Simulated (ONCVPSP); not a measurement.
# Pseudopotential generation for aluminium (Al): ONCV, PBEsol, scalar-relativistic.

ONCVPSP 4.0.1 input, shortened (lines: element, Z, core and valence counts, functional; n l f; lmax; l rc ep ncon nbas qcut; lloc lpopt rc5 dvloc0; l nproj debl; icmod fcfact rcfact), PBEsol, scalar-relativistic:

```
  Al 13.00    1    4  -116133      upf
    1    0    2.00
    2    0    2.00
    2    1    6.00
    3    0    2.00
    3    1    1.00
    1
    0    1.15    0.00    4    8   12.10
    1    0.85    0.00    4    8   16.20
    4    3    0.80    0.00
    0    2    2.40
    1    2    1.70
    0    0.00    0.00
```

Calculated quality:

```
Cutoffs needed      : 102 Ha and 116 Ha (the cutoffs (Ha) at which the residual kinetic energy of the hardest occupied pseudo-wave falls to 1 and 0.1 mHa per electron)
Ghost test          : no bound ghost flagged; no localised positive-energy state flagged
Configuration tests : 1 of 4 tests not solved or not reliable
```

Generation and tests took about 2.7 s on one core of a shared server CPU.
